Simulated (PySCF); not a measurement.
PySCF input (TPSSh/def2-TZVPD):

```python
from pyscf import gto, scf, dft

mol = gto.M(
    atom='''
    C    -1.54239160    0.14966775   -0.06167306
    C    -0.21272039   -0.48333741   -0.22325539
    C     0.97966684    0.23859983   -0.65101960
    O     0.89446574   -0.05956607    0.82943703
    H    -2.08877611   -0.28467441    0.77538915
    H    -2.11210549   -0.07007489   -0.97071802
    H    -1.48426528    1.23432464    0.03979722
    H    -0.16506973   -1.56499507   -0.25622852
    H     0.91132549    1.29676390   -0.87149703
    H     1.82265005   -0.29118867   -1.07286526
    H     0.61318598    0.72679204    1.33631456
    ''',
    basis='def2-tzvpd',
    charge=1,
    spin=0,
    verbose=4,
)

mf = dft.RKS(mol, xc='tpssh').density_fit(auxbasis='def2-universal-jkfit')
mf.grids.level = 3
mf.conv_tol = 1e-9
mf.max_cycle = 100
mf.max_memory = 1500
mf.kernel()
if not mf.converged:
    mf = mf.newton()
    mf.kernel(mf.make_rdm1())
mf.analyze()
```

Output:

```
PySCF version 2.14.0

[INPUT] verbose = 4
[INPUT] num. atoms = 11
[INPUT] num. electrons = 32
[INPUT] charge = 1
[INPUT] spin (= nelec alpha-beta = 2S) = 0
[INPUT] symmetry False subgroup None
[INPUT] Mole.unit = angstrom
[INPUT] Symbol           X                Y                Z      unit          X                Y                Z       unit  Magmom
[INPUT]  1 C     -1.542391600000   0.149667750000  -0.061673060000 AA   -2.914697700830   0.282831057180  -0.116545192664 Bohr   0.0
[INPUT]  2 C     -0.212720390000  -0.483337410000  -0.223255390000 AA   -0.401983278211  -0.913375330657  -0.421891542933 Bohr   0.0
[INPUT]  3 C      0.979666840000   0.238599830000  -0.651019600000 AA    1.851302020918   0.450888332068  -1.230248745724 Bohr   0.0
[INPUT]  4 O      0.894465740000  -0.059566070000   0.829437030000 AA    1.690295276406  -0.112563558617   1.567408824273 Bohr   0.0
[INPUT]  5 H     -2.088776110000  -0.284674410000   0.775389150000 AA   -3.947214783434  -0.537956669572   1.465273133459 Bohr   0.0
[INPUT]  6 H     -2.112105490000  -0.070074890000  -0.970718020000 AA   -3.991300922290  -0.132422350309  -1.834391201980 Bohr   0.0
[INPUT]  7 H     -1.484265280000   1.234324640000   0.039797220000 AA   -2.804854875401   2.332535518402   0.075205846319 Bohr   0.0
[INPUT]  8 H     -0.165069730000  -1.564995070000  -0.256228520000 AA   -0.311936581156  -2.957412068595  -0.484201728103 Bohr   0.0
[INPUT]  9 H      0.911325490000   1.296763900000  -0.871497030000 AA    1.722155586435   2.450528619223  -1.646890705072 Bohr   0.0
[INPUT] 10 H      1.822650050000  -0.291188670000  -1.072865260000 AA    3.444309415425  -0.550266836876  -2.027421509960 Bohr   0.0
[INPUT] 11 H      0.613185980000   0.726792040000   1.336314560000 AA    1.158753565623   1.373437905114   2.525268534669 Bohr   0.0

nuclear repulsion = 131.523177016015
number of shells = 88
number of NR pGTOs = 288
number of NR cGTOs = 214
basis = def2-tzvpd
ecp = {}

******** <class 'pyscf.df.df_jk.DFRKS'> ********
method = DFRKS
initial guess = minao
damping factor = 0
level_shift factor = 0
DIIS = <class 'pyscf.scf.diis.CDIIS'>
diis_start_cycle = 1
diis_space = 8
diis_damp = 0
SCF conv_tol = 1e-09
SCF conv_tol_grad = None
SCF max_cycles = 100
direct_scf = False
XC library pyscf.dft.libxc version 7.1.2
    S. Lehtola, C. Steigemann, M. J. T. Oliveira, and M. A. L. Marques,  SoftwareX 7, 1–5 (2018)
XC functionals = tpssh
    V. N. Staroverov, G. E. Scuseria, J. Tao, and J. P. Perdew,  J. Chem. Phys. 119, 12129 (2003)
radial grids:
    Treutler-Ahlrichs [JCP 102, 346 (1995); DOI:10.1063/1.469408] (M4) radial grids

becke partition: Becke, JCP 88, 2547 (1988); DOI:10.1063/1.454033
pruning grids: <function nwchem_prune>
grids dens level: 3
symmetrized grids: False
atomic radii adjust function: <function treutler_atomic_radii_adjust>
small_rho_cutoff = 0
Set gradient conv threshold to 3.16228e-05
Initial guess from minao.
tot grids = 125096
******** <class 'pyscf.df.df.DF'> ********
auxbasis = def2-universal-jkfit
[...]
cycle= 10 E= -193.517298488678  delta_E= -1.42e-10  |g|= 1.02e-05  |ddm|= 3.33e-05
  HOMO = -0.549995840686577  LUMO = -0.231524726519311  gap/eV = 8.66604
Extra cycle  E= -193.517298488656  delta_E= 2.21e-11  |g|= 1.44e-05  |ddm|= 2.38e-05
converged SCF energy = -193.517298488656
**** SCF Summaries ****
Total Energy =                        -193.517298488655911
Nuclear Repulsion Energy =             131.523177016014984
One-electron Energy =                 -513.719583363808511
Two-electron Energy =                  188.679107859137616
Two-electron Coulomb Energy =          215.911704163502122
DFT Exchange-Correlation Energy =      -27.232596304364510
HOMO-LUMO gap [eV] =                     8.666040423824979
**** MO energy ****
MO #1   energy= -19.3881309813855  occ= 2
MO #2   energy= -10.4240004283305  occ= 2
MO #3   energy= -10.4152226227399  occ= 2
MO #4   energy= -10.3198908510446  occ= 2
MO #5   energy= -1.33112155030573  occ= 2
MO #6   energy= -1.00322642294964  occ= 2
MO #7   energy= -0.924411627941783 occ= 2
MO #8   energy= -0.826760884250508 occ= 2
MO #9   energy= -0.751366517515496 occ= 2
MO #10  energy= -0.731724450465038 occ= 2
MO #11  energy= -0.645398647746795 occ= 2
MO #12  energy= -0.632684702472162 occ= 2
MO #13  energy= -0.616091505444624 occ= 2
MO #14  energy= -0.594849278972494 occ= 2
MO #15  energy= -0.577995037698833 occ= 2
MO #16  energy= -0.549995840686577 occ= 2
MO #17  energy= -0.231524726519311 occ= 0
MO #18  energy= -0.195527743719143 occ= 0
MO #19  energy= -0.169286528447081 occ= 0
MO #20  energy= -0.139696171726914 occ= 0
MO #21  energy= -0.12494741323627  occ= 0
MO #22  energy= -0.10839444918746  occ= 0
MO #23  energy= -0.093269027764759 occ= 0
MO #24  energy= -0.0806964172395081 occ= 0
MO #25  energy= -0.0733229893221011 occ= 0
MO #26  energy= -0.0577851133070109 occ= 0
MO #27  energy= -0.0521545191984511 occ= 0
MO #28  energy= -0.0397424396055338 occ= 0
MO #29  energy= -0.0284874111558441 occ= 0
MO #30  energy= -0.017444567058926 occ= 0
MO #31  energy= -0.00728110577764177 occ= 0
MO #32  energy= -0.00517957918415601 occ= 0
MO #33  energy= 0.0116511442850411 occ= 0
MO #34  energy= 0.0158739865554321 occ= 0
MO #35  energy= 0.0312034432669645 occ= 0
MO #36  energy= 0.041041394735788  occ= 0
MO #37  energy= 0.0519130868680331 occ= 0
MO #38  energy= 0.0681166472950906 occ= 0
MO #39  energy= 0.0775661390937865 occ= 0
MO #40  energy= 0.0840658087579079 occ= 0
MO #41  energy= 0.0940864941929194 occ= 0
MO #42  energy= 0.0996543512288687 occ= 0
MO #43  energy= 0.101812480217863  occ= 0
MO #44  energy= 0.115591694792739  occ= 0
MO #45  energy= 0.121315212327994  occ= 0
MO #46  energy= 0.125802426699225  occ= 0
MO #47  energy= 0.14152495093714   occ= 0
MO #48  energy= 0.146568440734853  occ= 0
MO #49  energy= 0.149122013959417  occ= 0
MO #50  energy= 0.160299940715519  occ= 0
MO #51  energy= 0.169855141717979  occ= 0
MO #52  energy= 0.173030710200164  occ= 0
MO #53  energy= 0.180581698203944  occ= 0
MO #54  energy= 0.187463424431362  occ= 0
MO #55  energy= 0.197638366599228  occ= 0
MO #56  energy= 0.203926694954446  occ= 0
MO #57  energy= 0.211591123967747  occ= 0
MO #58  energy= 0.223790716976446  occ= 0
MO #59  energy= 0.236806831957372  occ= 0
MO #60  energy= 0.243749643396956  occ= 0
MO #61  energy= 0.248592784431356  occ= 0
MO #62  energy= 0.254548148538701  occ= 0
MO #63  energy= 0.256194557718171  occ= 0
MO #64  energy= 0.266782286161868  occ= 0
MO #65  energy= 0.275501531108847  occ= 0
MO #66  energy= 0.282515105619064  occ= 0
MO #67  energy= 0.293880828357623  occ= 0
MO #68  energy= 0.301791964607908  occ= 0
MO #69  energy= 0.30986174295209   occ= 0
MO #70  energy= 0.315905470183166  occ= 0
MO #71  energy= 0.346544988890091  occ= 0
MO #72  energy= 0.36469133625094   occ= 0
MO #73  energy= 0.371784171109442  occ= 0
MO #74  energy= 0.380651560744337  occ= 0
MO #75  energy= 0.411613943154446  occ= 0
MO #76  energy= 0.419359401772387  occ= 0
MO #77  energy= 0.445177288083674  occ= 0
MO #78  energy= 0.46874258650566   occ= 0
MO #79  energy= 0.475886996611631  occ= 0
MO #80  energy= 0.487607771373271  occ= 0
MO #81  energy= 0.497652644575068  occ= 0
MO #82  energy= 0.510488658356373  occ= 0
MO #83  energy= 0.512506414039536  occ= 0
MO #84  energy= 0.523089458470105  occ= 0
MO #85  energy= 0.529197422185834  occ= 0
MO #86  energy= 0.541239364705245  occ= 0
MO #87  energy= 0.547296754454311  occ= 0
MO #88  energy= 0.553594779800258  occ= 0
MO #89  energy= 0.560142588006826  occ= 0
MO #90  energy= 0.563944636864469  occ= 0
MO #91  energy= 0.588606105894071  occ= 0
MO #92  energy= 0.593052049759572  occ= 0
MO #93  energy= 0.638337856399602  occ= 0
MO #94  energy= 0.655742753610618  occ= 0
MO #95  energy= 0.681376868231481  occ= 0
MO #96  energy= 0.686492470515832  occ= 0
MO #97  energy= 0.710087497987921  occ= 0
MO #98  energy= 0.764560750405302  occ= 0
MO #99  energy= 0.803276454140374  occ= 0
MO #100 energy= 0.84818223502594   occ= 0
MO #101 energy= 0.857472174712606  occ= 0
MO #102 energy= 0.914392547770788  occ= 0
MO #103 energy= 0.92744725540591   occ= 0
MO #104 energy= 0.952170683139963  occ= 0
MO #105 energy= 0.957627946207738  occ= 0
MO #106 energy= 0.973681280849986  occ= 0
MO #107 energy= 1.01756608773187   occ= 0
[...]
```

It need not be the lowest isomer of its formula.
